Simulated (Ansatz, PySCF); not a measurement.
This triplet is an excited state, 4.53 eV above the relaxed singlet at the level composite: frozen-core CCSD(T) with HF/cc-pVQZ and the correlation energy extrapolated as X^-3 from cc-pVTZ and cc-pVQZ, plus CCSDT(Q) minus CCSD(T) in cc-pVDZ // B3LYP-D3(BJ)/def2-TZVP (Ansatz, a program for electronic structure).

B3LYP has the VWN-RPA correlation part, as in Gaussian. 

Z-matrix (Å, degrees):
```
N
H 1 1.0114
H 1 1.0169 2 112.40
B 1 1.4433 2 123.79 3 -179.87
H 4 1.2382 1 114.26 2 124.21
H 4 1.2382 5 97.74 1 -121.05
```
Charge 0, spin multiplicity 3.

Task: Estimate the dipole moment, total energy and highest occupied spin orbital that PySCF 2.14.0 with B3LYP-D3(BJ)/def2-TZVP returns for this input.

Result: 
dipole moment: 0.670 e·Å
total energy: -81.9303 Ha
highest occupied spin orbital: -4.41 eV
